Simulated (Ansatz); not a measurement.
`O[Si@H](F)N[Si@H](O)Cl` + `O[SiH](O)S` → `O[SiH](O)S[SiH](O)F` + `N[SiH](O)Cl`  (ligand exchange at the Si–N bond)

Isolated molecules relaxed with PBE0-D4/def2-TZVP in Ansatz; ΔE leaves out vibrations. CBS: MP2 limit from def2 TZ/QZ plus the TZ coupled-cluster correction, frozen cores. Functionals use def2-TZVPP. B3LYP here is the variant with VWN-RPA as its local correlation; programs differ in this. Each species was taken in one conformer, which may not be the lowest.

Question: Is it downhill or uphill in electronic energy at CCSD(T)/CBS, and by how much? (Best estimate.)

Answer: Ansatz gave: Uphill: ΔE = +1.4 kcal/mol.

Question: What do these levels give: B3LYP-D4, PBE, HF/def2-TZVPP, CCSD(T)/def2-TZVPP, HF/def2-QZVPP, MP2/def2-QZVPP? (Best estimate.)

Answer: The calculation gave: B3LYP-D4 1.4, PBE -1.1, HF/def2-TZVPP 4.8, CCSD(T)/def2-TZVPP 2.4, HF/def2-QZVPP 5.0, MP2/def2-QZVPP 0.8 kcal/mol.

Largest T1 diagnostic among the species: 0.012.

From PBE to PBE0 (25 % exact exchange), in def2-TZVPP and without D4, ΔE moves by +0.9 kcal/mol. In def2-TZVPP, CCSD(T) changes the Hartree–Fock value by −2.4 kcal/mol (the triples alone add −0.7 kcal/mol) and MP2 by −3.5 kcal/mol.
